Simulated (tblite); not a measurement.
Species: C5H13FSi2.
Numbering: `[CH3:1][C@@H:2]1[CH2:3][Si@@H:4]([CH2:5][SiH3:6])[C@H:7]1[F:8]` (hydrogens: H9, H10, H11 on C1; H12 on C2; H13, H14 on C3; H15 on Si4; H16, H17 on C5; H18, H19, H20 on Si6; H21 on C7)

Computed with GFN2-xTB (tblite), gas phase: L-BFGS steps from a force-field or distance-geometry start until the largest atomic force falls under 0.01 eV/Å.

Step 38: E = -693.7111 eV
```
atom  x, y, z in Å  |  force x, y, z in eV/Å
C1     -3.0421    0.0386   -0.6005    0.005   0.014   0.013
C2     -1.5819   -0.2386   -0.2920    0.007  -0.002  -0.038
C3     -1.1693   -0.1520    1.1932   -0.047  -0.008  -0.040
Si4     0.5382    0.5641    0.7003    0.022  -0.025   0.019
C5      1.8902   -0.7267    0.4093    0.012  -0.004   0.014
Si6     3.4418   -0.1214   -0.5206   -0.039  -0.023   0.003
C7     -0.5757    0.7740   -0.8642    0.032   0.015   0.035
F8     -0.0731    0.4113   -2.1054    0.007  -0.004   0.030
H9     -3.3250    1.0255   -0.2381   -0.014   0.003   0.003
H10    -3.2138    0.0001   -1.6755   -0.003   0.010   0.039
H11    -3.6792   -0.7031   -0.1213    0.002   0.018  -0.006
H12    -1.3135   -1.2220   -0.6847   -0.016  -0.038  -0.014
H13    -1.2485   -1.0927    1.7321    0.036  -0.013  -0.028
H14    -1.7906    0.5727    1.7166   -0.011   0.011   0.009
H15     0.9608    1.7805    1.3990    0.016   0.004  -0.040
H16     1.4549   -1.5515   -0.1581    0.026   0.020   0.016
H17     2.2044   -1.1468    1.3649   -0.022   0.022   0.009
H18     3.0911    0.4474   -1.8171   -0.016   0.004  -0.002
H19     4.3132   -1.2876   -0.7042    0.037   0.023  -0.005
H20     4.1292    0.8818    0.2999   -0.022  -0.019  -0.003
H21    -1.0202    1.7633   -1.0029   -0.009  -0.008  -0.014
```

Step 39: E = -693.7118 eV
```
atom  x, y, z in Å  |  force x, y, z in eV/Å
C1     -3.0418    0.0414   -0.5994   -0.010   0.023   0.014
C2     -1.5830   -0.2400   -0.2936    0.017  -0.005  -0.031
C3     -1.1703   -0.1563    1.1914   -0.019   0.005  -0.030
Si4     0.5374    0.5626    0.6988    0.010  -0.008   0.036
C5      1.8917   -0.7264    0.4119    0.000   0.009   0.015
Si6     3.4402   -0.1203   -0.5205   -0.007  -0.014  -0.007
C7     -0.5763    0.7710   -0.8666    0.053   0.025   0.042
F8     -0.0744    0.4068   -2.1077    0.009  -0.006   0.034
H9     -3.3207    1.0278   -0.2346   -0.017   0.034   0.015
H10    -3.2159    0.0081   -1.6736   -0.007  -0.005   0.020
H11    -3.6812   -0.6969   -0.1194   -0.006  -0.006  -0.009
H12    -1.3151   -1.2227   -0.6875   -0.024  -0.052  -0.020
H13    -1.2473   -1.0987    1.7288    0.032   0.004  -0.036
H14    -1.7913    0.5676    1.7169   -0.008  -0.001   0.006
H15     0.9576    1.7815    1.3985    0.007  -0.022  -0.056
H16     1.4586   -1.5538   -0.1527    0.022   0.010   0.017
H17     2.2066   -1.1405    1.3696   -0.018   0.013   0.010
H18     3.0906    0.4469   -1.8186   -0.018   0.001   0.009
H19     4.3139   -1.2849   -0.7040    0.033   0.021  -0.006
H20     4.1301    0.8825    0.2991   -0.030  -0.020  -0.008
H21    -1.0184    1.7612   -1.0062   -0.017  -0.007  -0.013
```

Step 40: E = -693.7126 eV
```
atom  x, y, z in Å  |  force x, y, z in eV/Å
C1     -3.0419    0.0456   -0.5978   -0.021   0.030   0.011
C2     -1.5842   -0.2420   -0.2962    0.020  -0.006  -0.012
C3     -1.1719   -0.1617    1.1887    0.020   0.017  -0.010
Si4     0.5363    0.5604    0.6977   -0.010   0.010   0.046
C5      1.8940   -0.7254    0.4155   -0.011   0.021   0.015
Si6     3.4385   -0.1191   -0.5207    0.030  -0.003  -0.018
C7     -0.5763    0.7676   -0.8688    0.054   0.025   0.035
F8     -0.0758    0.4007   -2.1096    0.020  -0.005   0.033
H9     -3.3158    1.0317   -0.2300   -0.016   0.058   0.026
H10    -3.2187    0.0181   -1.6709   -0.014  -0.019  -0.005
H11    -3.6842   -0.6892   -0.1174   -0.011  -0.027  -0.010
H12    -1.3182   -1.2247   -0.6913   -0.033  -0.049  -0.023
H13    -1.2452   -1.1062    1.7238    0.023   0.020  -0.042
H14    -1.7923    0.5611    1.7174   -0.005  -0.020  -0.004
H15     0.9529    1.7820    1.3973    0.001  -0.040  -0.066
H16     1.4640   -1.5562   -0.1456    0.013  -0.004   0.018
H17     2.2096   -1.1320    1.3757   -0.011  -0.001   0.014
H18     3.0902    0.4464   -1.8203   -0.022  -0.001   0.019
H19     4.3153   -1.2817   -0.7037    0.028   0.018  -0.006
H20     4.1314    0.8833    0.2976   -0.037  -0.017  -0.011
H21    -1.0166    1.7582   -1.0107   -0.020  -0.006  -0.008
```

Task: Estimate the geometry and energy of step 41. (The exact step hangs on the optimiser's Hessian estimate; all steps are aligned on step 40, rigid shifts and turns removed.)

Result: E = -693.7138 eV, largest force 0.079 eV/Å
```
atom  x, y, z in Å  |  force x, y, z in eV/Å
C1     -3.0426    0.0524   -0.5953   -0.026   0.033   0.007
C2     -1.5858   -0.2449   -0.3001    0.012  -0.004   0.013
C3     -1.1736   -0.1691    1.1847    0.060   0.025   0.016
Si4     0.5345    0.5572    0.6969   -0.029   0.022   0.042
C5      1.8973   -0.7234    0.4208   -0.016   0.027   0.013
Si6     3.4371   -0.1174   -0.5213    0.062   0.006  -0.025
C7     -0.5754    0.7631   -0.8713    0.034   0.014   0.014
F8     -0.0771    0.3920   -2.1117    0.040  -0.003   0.028
H9     -3.3092    1.0384   -0.2231   -0.010   0.068   0.032
H10    -3.2232    0.0319   -1.6674   -0.021  -0.029  -0.027
H11    -3.6890   -0.6787   -0.1151   -0.009  -0.040  -0.013
H12    -1.3239   -1.2285   -0.6972   -0.045  -0.026  -0.023
H13    -1.2416   -1.1164    1.7160    0.010   0.030  -0.041
H14    -1.7935    0.5514    1.7182   -0.003  -0.041  -0.016
H15     0.9454    1.7819    1.3950    0.001  -0.044  -0.066
H16     1.4722   -1.5597   -0.1350    0.001  -0.017   0.020
H17     2.2140   -1.1198    1.3845    0.000  -0.015   0.016
H18     3.0896    0.4457   -1.8224   -0.028  -0.004   0.027
H19     4.3174   -1.2774   -0.7031    0.024   0.010  -0.009
H20     4.1330    0.8843    0.2947   -0.039  -0.007  -0.009
H21    -1.0144    1.7538   -1.0171   -0.019  -0.005   0.001
```

The energy changes by -0.0011 eV. The first-order estimate −F·Δx gives -0.0015 eV and the mean of the old and new forces, exact on a quadratic surface, -0.0011 eV. The step makes an angle of 80° with the force vector and moves no atom by more than 0.016 Å.

What follows is the cost of the whole relaxation. Time: 1.3 s wall. Hardware: one thread of an Arm Neoverse N1, shared host.
